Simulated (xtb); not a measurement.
H$_{3}$Cl$_{3}$HfOSi, singlet, from a rough starting geometry (GFN-xTB shapes and energies of metal compounds can be far from the true ones); GFN2-xTB run with xtb.

xtb was given this input:
```
$ xtb mol.xyz --gfn 2 --opt vtight --json

# file mol.xyz
9

Hf     0.33171781     0.62010877     1.27626373
Cl     2.10279874     1.67063577     2.14359368
Cl    -0.78126514    -0.21865965     3.08309751
Cl    -1.05270193     2.27337724     0.38762595
O      0.63462448    -0.57823215    -0.04864063
Si    -0.18461164    -0.84162788    -1.44917079
H     -1.57441978    -1.30703769    -1.03625343
H      0.59662617    -1.90418369    -2.11718973
H     -0.18551188     0.36349883    -2.21425981
```

It wrote (shortened):

```
   ID    Z sym.   atoms
    1   72 Hf     1
    2   17 Cl     2-4
    3    8 O      5
    4   14 Si     6
    5    1 H      7-9

           -------------------------------------------------
          |                Calculation Setup                |
           -------------------------------------------------

           -------------------------------------------------
          |                 G F N 2 - x T B                 |
           -------------------------------------------------

          ...................................................
          :                      SETUP                      :
          :.................................................:
          :  # basis functions                  57          :
          :  # atomic orbitals                  52          :
          :  # shells                           20          :
          :  # electrons                        38          :
          :  max. iterations                   250          :
          :  Hamiltonian                  GFN2-xTB          :
          :  restarted?                      false          :
          :  GBSA solvation                  false          :
          :  PC potential                    false          :
          :  electronic temp.          300.0000000     K    :
          :  accuracy                    1.0000000          :
          :  -> integral cutoff          0.2500000E+02      :
          :  -> integral neglect         0.1000000E-07      :
          :  -> SCF convergence          0.1000000E-05 Eh   :
          :  -> wf. convergence          0.1000000E-03 e    :
          :  Broyden damping             0.4000000          :
          :  net charge                          0          :
          :  unpaired electrons                  0          :
          ...................................................

 iter      E             dE          RMSdq      gap      omega  full diag
   1    -11.6070622 -0.116071E+02  0.276E+01    0.55       0.0  T
   2     -0.3510256  0.112560E+02  0.346E+01    0.41       1.0  T
   3    -20.3569893 -0.200060E+02  0.174E+01    4.87       1.0  T
   4    -21.8684763 -0.151149E+01  0.117E+01    4.91       1.0  T
   5    -22.4281829 -0.559707E+00  0.844E+00    3.45       1.0  T
   6    -22.5109278 -0.827450E-01  0.740E+00    3.40       1.0  T
   7    -22.7024679 -0.191540E+00  0.419E+00    3.13       1.0  T
   8    -22.7750308 -0.725630E-01  0.199E+00    3.25       1.0  T
   9    -22.7823035 -0.727264E-02  0.175E+00    3.12       1.0  T
  10    -22.7544658  0.278377E-01  0.284E+00    2.26       1.0  T
  11    -22.7915659 -0.371001E-01  0.117E+00    3.11       1.0  T
  12    -22.7942166 -0.265071E-02  0.746E-01    3.27       1.0  T
  13    -22.7947524 -0.535836E-03  0.390E-01    3.20       1.0  T
  14    -22.7949114 -0.158995E-03  0.254E-01    3.11       1.0  T
  15    -22.7950309 -0.119500E-03  0.137E-01    3.13       1.0  T
  16    -22.7950516 -0.206486E-04  0.103E-01    3.15       1.0  T
  17    -22.7951009 -0.493645E-04  0.403E-02    3.13       1.0  T
  18    -22.7951091 -0.821887E-05  0.207E-02    3.13       1.6  T
  19    -22.7951095 -0.318237E-06  0.675E-03    3.13       4.9  T
  20    -22.7951096 -0.116768E-06  0.285E-03    3.13      11.7  T
  21    -22.7951096 -0.226693E-07  0.180E-03    3.13      18.5  T
  22    -22.7951096 -0.940574E-08  0.742E-04    3.13      44.9  T
  23    -22.7951096 -0.720416E-09  0.266E-04    3.13     125.2  T

   *** convergence criteria satisfied after 23 iterations ***

         :::::::::::::::::::::::::::::::::::::::::::::::::::::
         ::                     SUMMARY                     ::
         :::::::::::::::::::::::::::::::::::::::::::::::::::::
         :: total energy             -22.729372093165 Eh    ::
         :: gradient norm              0.049171981265 Eh/a0 ::
         :: HOMO-LUMO gap              3.126679416799 eV    ::
         ::.................................................::
         :: SCC energy               -22.795085807016 Eh    ::
         :: -> isotropic ES            0.051486741820 Eh    ::
         :: -> anisotropic ES         -0.002765011403 Eh    ::
         :: -> anisotropic XC         -0.004990780946 Eh    ::
         :: -> dispersion             -0.008525237976 Eh    ::
         :: repulsion energy           0.065713713851 Eh    ::
         :: add. restraining           0.000000000000 Eh    ::
         :: total charge               0.000000000000 e     ::
         :::::::::::::::::::::::::::::::::::::::::::::::::::::

      -----------------------------------------------------------
     |                   =====================                   |
     |                        A N C O P T                        |
     |                   =====================                   |
     |               Approximate Normal Coordinate               |
     |                Rational Function Optimizer                |
      -----------------------------------------------------------
      -----------------------------------------------------------
     |                   =====================                   |
     |                        A N C O P T                        |
     |                   =====================                   |
     |               Approximate Normal Coordinate               |
     |                Rational Function Optimizer                |
      -----------------------------------------------------------

          ...................................................
          :                      SETUP                      :
          :.................................................:
          :   optimization level         verytight          :
          :   max. optcycles                   200          :
          :   ANC micro-cycles                  20          :
          :   degrees of freedom                21          :
          :.................................................:
[...]
 * total energy  :   -22.7343647 Eh     change       -0.1090543E-05 Eh
 * total energy  :   -22.7343656 Eh     change       -0.9429018E-06 Eh
 * total energy  :   -22.7343664 Eh     change       -0.7697742E-06 Eh
 * total energy  :   -22.7343670 Eh     change       -0.5611198E-06 Eh
 * total energy  :   -22.7343674 Eh     change       -0.3990758E-06 Eh
 * total energy  :   -22.7343678 Eh     change       -0.3889655E-06 Eh
 * total energy  :   -22.7343684 Eh     change       -0.6798042E-06 Eh
 * total energy  :   -22.7343699 Eh     change       -0.1456089E-05 Eh
 * total energy  :   -22.7343708 Eh     change       -0.8925595E-06 Eh
 * total energy  :   -22.7343712 Eh     change       -0.4050060E-06 Eh
 * total energy  :   -22.7343714 Eh     change       -0.2116541E-06 Eh
 * total energy  :   -22.7343716 Eh     change       -0.2256462E-06 Eh
 * total energy  :   -22.7343717 Eh     change       -0.8467243E-07 Eh
   *** GEOMETRY OPTIMIZATION CONVERGED AFTER 35 ITERATIONS ***
[...]
         :::::::::::::::::::::::::::::::::::::::::::::::::::::
         :: total energy             -22.734371710761 Eh    ::
         :: gradient norm              0.000029810645 Eh/a0 ::
         :: HOMO-LUMO gap              3.038679812723 eV    ::
         ::.................................................::
         :: SCC energy               -22.801594984065 Eh    ::
         :: -> isotropic ES            0.049015625184 Eh    ::
         :: -> anisotropic ES         -0.001988852279 Eh    ::
         :: -> anisotropic XC         -0.004238076569 Eh    ::
         :: -> dispersion             -0.008840282978 Eh    ::
         :: repulsion energy           0.067223273305 Eh    ::
         :: add. restraining           0.000000000000 Eh    ::
         :: total charge              -0.000000000000 e     ::
         :::::::::::::::::::::::::::::::::::::::::::::::::::::

           -------------------------------------------------
          |                Property Printout                |
           -------------------------------------------------

    * Orbital Energies and Occupations

         #    Occupation            Energy/Eh            Energy/eV
      -------------------------------------------------------------
         1        2.0000           -1.1118704             -30.2555
       ...           ...                  ...                  ...
         7        2.0000           -0.5108974             -13.9022
         8        2.0000           -0.5101450             -13.8818
         9        2.0000           -0.4997098             -13.5978
        10        2.0000           -0.4763583             -12.9624
        11        2.0000           -0.4733901             -12.8816
        12        2.0000           -0.4731685             -12.8756
        13        2.0000           -0.4601923             -12.5225
        14        2.0000           -0.4593577             -12.4998
        15        2.0000           -0.4587520             -12.4833
        16        2.0000           -0.4569303             -12.4337
        17        2.0000           -0.4554549             -12.3936
        18        2.0000           -0.4430567             -12.0562
        19        2.0000           -0.4408750             -11.9968 (HOMO)
        20                         -0.3292056              -8.9581 (LUMO)
        21                         -0.3266242              -8.8879
        22                         -0.3091044              -8.4112
        23                         -0.3074515              -8.3662
        24                         -0.2963533              -8.0642
        25                         -0.2070368              -5.6338
        26                         -0.1919821              -5.2241
        27                         -0.1872924              -5.0965
        28                         -0.0419103              -1.1404
        29                         -0.0365710              -0.9951
        30                         -0.0222367              -0.6051
       ...                                ...                  ...
        52                          1.0497361              28.5648
      -------------------------------------------------------------
                  HL-Gap            0.1116694 Eh            3.0387 eV
             Fermi-level           -0.3850403 Eh          -10.4775 eV

     #   Z          covCN         q      C6AA      α(0)
     1  72 Hf       3.515     1.096   132.689    24.792
     2  17 Cl       0.731    -0.289   108.117    15.904
     3  17 Cl       0.731    -0.299   108.451    15.929
     4  17 Cl       0.731    -0.297   108.385    15.924
     5   8 O        1.468    -0.558    24.364     6.654
     6  14 Si       4.140     0.528    96.001    18.735
     7   1 H        0.910    -0.065     4.470     3.307
     8   1 H        0.919    -0.058     4.296     3.241
     9   1 H        0.918    -0.058     4.283     3.237

 Mol. C6AA /au·bohr⁶  :       3976.953752
 Mol. C8AA /au·bohr⁸  :     236459.314969
 Mol. α(0) /au        :        107.724005

Wiberg/Mayer (AO) data.
largest (>0.10) Wiberg bond orders for each atom

 ---------------------------------------------------------------------------
     #   Z sym  total        # sym  WBO       # sym  WBO       # sym  WBO
 ---------------------------------------------------------------------------
     1  72 Hf   3.985 --     4 Cl   0.977     2 Cl   0.975     3 Cl   0.972
                             5 O    0.873     6 Si   0.136
     2  17 Cl   1.221 --     1 Hf   0.975
     3  17 Cl   1.209 --     1 Hf   0.972
     4  17 Cl   1.214 --     1 Hf   0.977
     5   8 O    2.265 --     6 Si   1.093     1 Hf   0.873
     6  14 Si   3.837 --     5 O    1.093     8 H    0.877     9 H    0.868
                             7 H    0.815     1 Hf   0.136
     7   1 H    0.990 --     6 Si   0.815
     8   1 H    0.996 --     6 Si   0.877
     9   1 H    0.995 --     6 Si   0.868
 ---------------------------------------------------------------------------

Topologies differ in total number of bonds
Writing topology from bond orders to xtbtopo.mol

molecular dipole:
                 x           y           z       tot (Debye)
 q only:       -0.213      -0.627      -1.113
   full:        0.260      -0.412      -0.742       2.256
molecular quadrupole (traceless):
                xx          xy          yy          xz          yz          zz
 q only:        0.295       0.272      -0.514       0.231       0.920       0.219
  q+dip:        2.027      -0.244      -0.325      -0.754      -0.624      -1.702
   full:        2.106      -0.069      -0.778      -0.608      -0.022      -1.327

optimized geometry written to: xtbopt.xyz

           -------------------------------------------------
          | TOTAL ENERGY              -22.734371710761 Eh   |
          | GRADIENT NORM               0.000029810645 Eh/α |
          | HOMO-LUMO GAP               3.038679812723 eV   |
           -------------------------------------------------
```
